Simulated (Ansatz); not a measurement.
**Ligand exchange: Sn(CH3)Cl + MgH(SH) → Sn(CH3)(SH) + MgHCl**

Species: Sn(CH3)Cl, singlet; MgH(SH), singlet; Sn(CH3)(SH), singlet; MgHCl `[MgH][Cl]`, singlet. The partners trade Cl for SH: Sn–Cl and Mg–SH bonds give way to Sn–SH and Mg–Cl.

Shapes, held fixed at every level: PBE0-D4/def2-TZVP. Flexible molecules stand in one conformer, not always the lowest. Programs: Ansatz 0.2.0. The zero-point and thermal change to 298 K, harmonic and unscaled (PBE0-D4/def2-TZVP), is +2.8 kJ/mol.

(1) Estimate ΔH(298 K) of this reaction.

## Answers

(1) The highest level, CCSD(T)/def2-TZVPP, gives ΔH(298 K) = -38.1 kJ/mol; the levels span -45.7 to -33.9. The column of differences is taken from that level and isn't an error. No measured value is set beside it here. For atoms past krypton def2 sets carry core potentials with scalar relativity. Outer-core shells of Mg, Sn are correlated in most correlated rows, in sets that cover them unevenly.

```json
{"level": "HF/def2-SVP", "kind": "Hartree–Fock", "ΔH(298 K) (kJ/mol)": "-40.4", "less CCSD(T)/def2-TZVPP": "-2.3"}
{"level": "HF/def2-TZVPP", "kind": "Hartree–Fock", "ΔH(298 K) (kJ/mol)": "-33.9", "less CCSD(T)/def2-TZVPP": "+4.2"}
{"level": "PBE-D4/def2-TZVPP", "kind": "GGA", "ΔH(298 K) (kJ/mol)": "-36.7", "less CCSD(T)/def2-TZVPP": "+1.4"}
{"level": "B2PLYP/def2-TZVPP", "kind": "double hybrid", "ΔH(298 K) (kJ/mol)": "-37.1", "less CCSD(T)/def2-TZVPP": "+1.0"}
{"level": "MP2/def2-SVP", "kind": "perturbation theory", "ΔH(298 K) (kJ/mol)": "-45.7", "less CCSD(T)/def2-TZVPP": "-7.6"}
{"level": "CCSD/def2-SVP", "kind": "coupled cluster or CI", "ΔH(298 K) (kJ/mol)": "-43.7", "less CCSD(T)/def2-TZVPP": "-5.6"}
{"level": "CCSD(T)/def2-TZVPP", "kind": "coupled cluster or CI", "ΔH(298 K) (kJ/mol)": "-38.1", "less CCSD(T)/def2-TZVPP": "0.0"}
```
